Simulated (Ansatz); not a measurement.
## Energy profile

The step: BHOF₂ ([OH][B]([F])[F]) + H₂S → BHSF₂ ([F][B]([F])[SH]) + H₂O (still joined by a long B–O bond); bonds formed: B1–S6, O2–H5; bonds broken: H5–S6; bonds weakened to dative contacts: B1–O2 (atoms numbered as in the saddle structure below).

B1  (-0.535, 0.391, -0.229)
O2  (0.942, 0.439, -0.565)
F3  (-1.285, 0.089, -1.307)
F4  (-0.930, 1.415, 0.536)
H5  (0.923, -0.641, 0.101)
S6  (-0.258, -1.347, 0.925)
H7  (1.098, 0.332, -1.511)
H8  (0.046, -0.679, 2.050)
(Å)

Electronic energies by CCSD(T) at an estimated basis limit (MP2 extrapolated from triple and quadruple zeta, plus CCSD(T) − MP2 in triple zeta), on PBE0-D4/def2-TZVP structures; BH3SOF2, singlet; no counterpoise correction. Ansatz 0.2.0; basis: def2-TZVPP and def2-QZVPP; cores frozen in the correlated methods. Extrapolation: Hartree–Fock as exp(−7.88 √X), correlation as X^−2.97.

Problem. Give the profile in eV, counted from the separated reactants. (An estimate is asked for; the value comes from the calculation.)

Solution. The calculation gives:
```csv
point,eV
"separated: BHOF2 (linked as [OH][B]([F])[F]; B1, O2, F3, F4, H7; singlet) + H2S (H5, S6, H8; singlet)",0.000
start structure,-0.119
saddle,1.235
end structure,0.535
"separated: BHSF2 (linked as [F][B]([F])[SH]; B1, F3, F4, S6, H8; singlet) + H2O (O2, H5, H7; singlet)",0.696
```

The T1 diagnostic stays at or below 0.013.

For scale, one of the runs: CCSD(T)/def2-TZVPP, 208 basis functions, launched by `ansatz run in.yaml --threads 4 --pin off --events-out ev --progress --plain --max-ram 9574MiB`. Time: 89 s of wall clock on 4 CPU threads of an Intel Xeon; the host was shared. Peak host memory: 3 GiB.
